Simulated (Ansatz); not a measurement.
Geometry optimisation, UHF/def2-SVP (Ansatz).

Input:

```yaml
crystal:
  periodic: [false, false, false]
  atoms:
    - { symbol: O, position_ang: [-0.283, -0.6846, 1.5644] }
    - { symbol: C, position_ang: [0.6013, -0.779, 0.5169] }
    - { symbol: F, position_ang: [1.2766, -1.951, 0.6883] }
    - { symbol: O, position_ang: [0.0173, -0.8366, -0.7254] }
    - { symbol: Ge, position_ang: [-0.6514, 0.7922, -1.1721] }
    - { symbol: H, position_ang: [0.193, -0.5119, 2.3862] }
    - { symbol: H, position_ang: [0.40411, -1.66987, -1.09438] }
    - { symbol: H, position_ang: [-1.5884, 1.3315, -0.0697] }
    - { symbol: H, position_ang: [0.5486, 1.7917, -1.2448] }
    - { symbol: H, position_ang: [-1.4006, 0.7333, -2.4859] }
magnetization:
  spin_polarized: true
basis:
  gaussian: { orbitals: def2-SVP }
hamiltonian:
  xc: hf
relax:
  f_tol: 0.02
  max_steps: 50
output:
  orbitals: {}
```

Launched with:

```bash
$ ansatz run input.yaml --threads 2 --pin off --max-ram 3072MiB --backend cpu --events-out ev --progress --plain --runs-dir out
```

**Question.** Where does it end, and by what steps?

**Answer.** It converged. After 33 steps the energy has fallen by 3.268 eV; O1 moved furthest, 1.39 Å. Parted: C2–O4.

| step | energy less start (eV) | largest force component (eV/Å) | accepted |
| --- | --- | --- | --- |
| 0 | 0.0000 | 5.652 | yes |
| 2 | -1.5257 | 1.512 | yes |
| 4 | -1.8800 | 1.178 | yes |
| 6 | -2.6317 | 2.467 | yes |
| 8 | -3.1822 | 0.898 | yes |
| 10 | -3.2109 | 1.657 | no |
| 12 | -3.2592 | 0.078 | yes |
| 14 | -3.2617 | 0.159 | yes |
| 16 | -3.2641 | 0.228 | yes |
| 18 | -3.2653 | 0.123 | yes |
| 20 | -3.2661 | 0.122 | yes |
| 22 | -3.2668 | 0.108 | yes |
| 24 | -3.2674 | 0.124 | yes |
| 26 | -3.2678 | 0.071 | yes |
| 28 | -3.2680 | 0.119 | yes |
| 30 | -3.2683 | 0.026 | yes |
| 32 | -3.2684 | 0.022 | yes |
| 33 | -3.2685 | 0.017 | yes |

```xyz
10
Properties=species:S:1:pos:R:3
O 0.398 -1.745 2.150
C 1.197 -0.878 1.655
F 1.775 -1.467 0.657
O -0.806 -0.475 -0.688
Ge -0.776 1.021 -1.636
H -0.071 -1.354 2.875
H -0.257 -1.182 -0.989
H -1.655 2.003 -0.865
H 0.663 1.536 -1.759
H -1.350 0.756 -3.036
```

Run time: 90 s on 2 threads of Intel(R) Xeon(R) Platinum 8488C (Sapphire Rapids) (shared host), peak memory 0.38 GiB.
